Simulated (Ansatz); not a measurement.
[Ln(NH3)6]3+: PBE0-D4/def2-TZVP single points in Ansatz on relaxed structures, gas phase. Core potentials for Ce, Er, Eu, Gd, Ho, Nd, Pr, Sm, Tb, Tm, Yb, no spin–orbit coupling. HOMO and LUMO are taken over both spins. With an open 4f shell the SCF may have ended above the lowest state. The structures are stationary points that may keep the symmetry of their start. Remarks come from the PBE and PBE0 runs and from stability tests at other levels; not every state was tested.

Question: Estimate the order by gap (eV), lowest first.
A. [Ce(NH3)6]3+ (CeN6H18³⁺) (doublet)
B. [Eu(NH3)6]3+ (EuN6H18³⁺) (septet)
C. [Gd(NH3)6]3+ (GdN6H18³⁺) (octet)
D. [Yb(NH3)6]3+ (YbN6H18³⁺) (doublet)
E. [Tb(NH3)6]3+ (TbN6H18³⁺) (septet)
F. [Nd(NH3)6]3+ (NdN6H18³⁺) (quartet)
G. [Sm(NH3)6]3+ (SmN6H18³⁺) (sextet)
H. [Er(NH3)6]3+ (ErN6H18³⁺) (quartet)
I. [Pr(NH3)6]3+ (PrN6H18³⁺) (triplet)
J. [Ho(NH3)6]3+ (HoN6H18³⁺) (quintet)

Answer: B (3.59), G (4.67), D (5.42), A (6.05), I (6.30), F (6.48), H (7.22), J (7.57), E (7.83), C (8.30).

In full:

```csv
species,atoms,state,geometry,HOMO (eV),LUMO (eV),gap (eV),point group (within 0.1 Å),remarks
[Ce(NH3)6]3+ (CeN6H18³⁺),25,doublet,PBE-D4/def2-SVP,-19.29,-13.23,6.05,–,–
[Pr(NH3)6]3+ (PrN6H18³⁺),25,triplet,PBE-D4/def2-SVP,-20.80,-14.50,6.30,–,–
[Nd(NH3)6]3+ (NdN6H18³⁺),25,quartet,r2SCAN-D4/def2-SVP,-21.04,-14.56,6.48,–,–
[Sm(NH3)6]3+ (SmN6H18³⁺),25,sextet,PBE-D4/def2-SVP,-21.01,-16.34,4.67,–,spin-contaminated (⟨S²⟩ up to 8.87)
[Eu(NH3)6]3+ (EuN6H18³⁺),25,septet,PBE-D4/def2-SVP,-21.02,-17.43,3.59,–,spin-contaminated (⟨S²⟩ up to 12.23)
[Gd(NH3)6]3+ (GdN6H18³⁺),25,octet,r2SCAN-D4/def2-SVP,-21.25,-12.95,8.30,–,–
[Tb(NH3)6]3+ (TbN6H18³⁺),25,septet,r2SCAN-D4/def2-SVP,-21.08,-13.26,7.83,–,–
[Ho(NH3)6]3+ (HoN6H18³⁺),25,quintet,PBE-D4/def2-SVP,-21.43,-13.86,7.57,–,–
[Er(NH3)6]3+ (ErN6H18³⁺),25,quartet,PBE-D4/def2-SVP,-21.46,-14.24,7.22,–,–
[Tm(NH3)6]3+ (TmN6H18³⁺),25,triplet,PBE-D4/def2-SVP,-21.51,-15.24,6.27,–,–
[Yb(NH3)6]3+ (YbN6H18³⁺),25,doublet,PBE-D4/def2-SVP,-21.48,-16.06,5.42,–,–
```

The gap (eV) runs from 3.59 ([Eu(NH3)6]3+) to 8.30 ([Gd(NH3)6]3+).
